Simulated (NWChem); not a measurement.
Species: CH$_{4}$F$_{2}$OSi; SMILES C(F)[Si@H](F)O

```xyz
9

O      1.5962     0.3778     0.4264
Si    -0.0372     0.5768     0.3544
F     -0.4598     1.6860    -0.7384
C     -0.7447    -1.0945    -0.2059
F      0.2314    -1.6538    -1.0635
H      1.9081    -0.2954    -0.2000
H     -0.5237     1.0405     1.6704
H     -0.8962    -1.7891     0.6308
H     -1.6866    -1.0216    -0.7619
```
Atoms are numbered in this order, from 1.

Results from NWChem. Pople sets run with spherical d functions. Coordinates come from a B3LYP/6-31G* (spherical d) optimisation. Isolated, static molecule.

GIAO at B3LYP/6-31G*: principal shieldings of F5 are 433.1, 468.3, 512.3 ppm; an isolated trichlorofluoromethane molecule has σ = 181.1 ppm at the same levels.

**Question.** Find the isotropic 19F shift, its principal values, the span and the skew.

**Answer.** 
1. σ(iso) = one third of the sum = 471.2 ppm.
2. δ = σ(reference) − σ = -290.1 ppm against trichlorofluoromethane.
3. δ11, δ22, δ33 = -252.0, -287.2, -331.2 ppm.
4. Span Ω = δ11 − δ33 = 79.2 ppm; skew κ = 3(δ22 − δ(iso))/Ω = 0.11.
